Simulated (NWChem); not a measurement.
# Total energies of NS

```
N
S 1 1.5015
```
Charge 0, spin multiplicity 2.

Program: NWChem. The geometry was optimised at UPBE0/def2-SVP, a minimum by its harmonic frequencies.

Basis set: 6-31G* (32 functions).

```csv
method,total energy (Ha)
UHF,-451.89487
UMP2,-452.12523
UB2PLYP,-452.65356
UPBE,-452.61039
UB3LYP,-452.85393
ULC-wPBE (omega 0.3 per bohr),-452.63766
```

Total energies of different functionals aren't comparable as a measure of quality: only differences taken within one method are. 

The correlated methods keep 6 core orbitals frozen. B3LYP has NWChem's definition, with VWN1-RPA local correlation. The Pople sets run with spherical d functions. The structure started from a generated list of species. The unpaired electrons of the parent sit in orbitals of symmetry b2 (C2v labels of the run); other states weren't searched. No SCF solution was tested for a lower state. Open-shell Hartree-Fock references start from PBE0 orbitals.
